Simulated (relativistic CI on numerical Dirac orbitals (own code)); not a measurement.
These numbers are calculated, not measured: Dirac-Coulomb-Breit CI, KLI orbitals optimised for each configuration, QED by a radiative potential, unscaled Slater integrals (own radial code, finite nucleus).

The strongest absorption lines from the ground level of an ion, among the configurations computed and to levels below about 148 eV (vacuum wavelength in nm, gf): 15.206 (0.58), 15.461 (4.1), 15.981 (0.49), 16.141 (1), 16.160 (2.2), 17.285 (0.18), 29.219 (0.075), 30.463 (0.2).

Task: Which ion is it?
A. Ni¹²⁺
B. Ge¹⁶⁺
C. Ni¹⁰⁺
D. Cr⁸⁺

Result: A. Ni¹²⁺ has 16 electrons and the ground level 3s2.3p4 3P_2; the strongest line goes to 3s2.3p3.3d 3D°_3. The pattern of lines fixes the number of electrons, and along that sequence the line energies rise steadily with the charge (about as its square where n changes within one kind of shell, about linearly where n is kept but much faster in heavy ions where fine structure, which grows about as Z⁴, sets the gap, and irregularly where shells cross), which fixes Z. Configurations outside the model, such as inner-shell arrays, can give stronger lines. At this charge energies of transitions that change n are usually good to better than 1 %, and those within a shell (Δn = 0) to a few per cent.

LS names give the leading component of a level, which can be under half, so a name can repeat, a term be missing and a line seem to break the LS rules.
